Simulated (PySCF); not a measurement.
Compound: C₄H₉BFO (charge -1).
SMILES: `F[BH2-]C/C=C\OC`

Torsions of this conformer, `[CH3:1][O:2]/[CH:3]=[CH:4]\[CH2:5][BH2-:6][F:7]`: C1–O2–C3–C4 -75°, C3–C4–C5–B6 104°, C4–C5–B6–F7 171°.

The closed-shell ground state was solved at several levels (PySCF, density fitting, gas phase, non-relativistic). Geometry: GFN2-xTB, one conformer, isolated ion. No diffuse functions stand in pcJ-1 and pcSseg-1, which bears on an anion's orbital energies.

```json
{"level": "PBE0/def2-SVPD", "basis functions": "218", "HOMO (eV)": "-1.87", "LUMO (eV)": "4.01", "gap (eV)": "5.88"}
{"level": "PBE0/pcSseg-1", "basis functions": "164", "HOMO (eV)": "-1.71", "LUMO (eV)": "4.89", "gap (eV)": "6.60"}
```

(1) Estimate the row for B3LYP/pcJ-1, a basis of 279 functions; the other rows only guide the guess.

(2) Over all these levels, which gives the widest orbital gap and which the narrowest?

Results:

(1) HOMO -1.51 eV, LUMO 4.65 eV, gap 6.16 eV.

(2) PBE0/pcSseg-1 has the widest, 6.60 eV, and PBE0/def2-SVPD the narrowest, 5.88 eV. The two share the functional. From the narrowest to the widest the HOMO moves by +0.16 eV and the LUMO by +0.88 eV.
